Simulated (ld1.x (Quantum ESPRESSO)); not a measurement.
Configuration tests for Al (Z = 13) (TM)

| Property | Result |
| --- | --- |
| Element | Al |
| Generator | ld1.x (Quantum ESPRESSO) 7.5 |
| Type | norm-conserving Troullier–Martins (Kleinman–Bylander form) |
| Functional | BLYP |
| Relativity | non-relativistic |
| Frozen core | [Ne] |
| Valence charge | 3 |
| Reference configuration | 3s2 3p1 |
| Partial waves | 3s (bound): rc 1.95 bohr; 3p (bound): rc 2.40 bohr; 3d channel at -0.15 Ry: rc 2.35 bohr |
| Local potential | all-electron potential smoothed inside 1.60 bohr (lloc = -2) |
| Core correction | none |

Energies are relative to the spin-unpolarised reference configuration 3s2 3p1; without spin polarisation the order of configurations can differ from experiment. The frozen-core shift is the all-electron ΔE with the core orbitals held at their reference shape minus the fully relaxed ΔE.

| valence configuration | charge | ΔE all-electron (eV) | error AE − PS (meV) | frozen-core shift (meV) |
| --- | --- | --- | --- | --- |
| 3s2 3p0.5 | +0.5 | 2.017 | +1.2 | +0.1 |
| 3s2 3p1.3 | -0.3 | -0.533 | +0.2 | 0.0 |
| 3s1 3p2 | 0 | 5.155 | +11 | +1.2 |
| 3s0 3p3 | 0 | 10.515 | +51 | +4.8 |
| 3s1 3p1 | +1 | 11.438 | +24 | +4.4 |

What are ΔE and the potential's error for 3s1 3p0?

ΔE = 24.817 eV all-electron; the error (AE − PS) is +112 meV.

What are ΔE and the potential's error for 3s2 3p0?

ΔE = 5.637 eV all-electron; the error (AE − PS) is +7.3 meV.

Levels in the configuration 3s0 3p3:

| level | all-electron (eV) | pseudo (eV) |
| --- | --- | --- |
| 3p | -3.707 | -3.702 |

ld1.x printed “convergence not achieved” for 6 of the counted tests; their residual had stalled under 1e-8, short of the target of 1e-14.
